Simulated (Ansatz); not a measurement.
Consider the redistribution: `[SiH3]B[SiH3]` + `BSCS` → `BSCB[SiH3]` + `[SiH3]S`.

Gas-phase electronic energies from Ansatz, PBE0-D4/def2-TZVP geometries. CCSD(T)/CBS is the MP2 limit (def2-TZVPP, def2-QZVPP) plus CCSD(T) − MP2 in def2-TZVPP, frozen cores. DFT in def2-TZVPP. Each species was taken in one conformer, which may not be the lowest.

```
             level  ΔE (kcal/mol)  difference from CCSD(T)/CBS
            PBE-D4          -28.2                          2.0
         r2SCAN-D4          -30.3                         -0.1
           PBE0-D4          -29.6                          0.6
              PBE0          -29.4                          0.8
     HF/def2-TZVPP          -31.2                         -1.0
   CCSD/def2-TZVPP          -30.0                          0.2
    MP2/def2-QZVPP          -32.0                         -1.8
SCS-MP2/def2-QZVPP          -31.1                         -0.9
      HF/CBS(def2)          -31.2                         -1.0
     MP2/CBS(def2)          -32.2                         -2.0
       CCSD(T)/CBS          -30.2                            0
```

Largest T1 diagnostic among the species: 0.014.

From PBE to PBE0 (25 % exact exchange), in def2-TZVPP and without D4, ΔE moves by −1.4 kcal/mol.
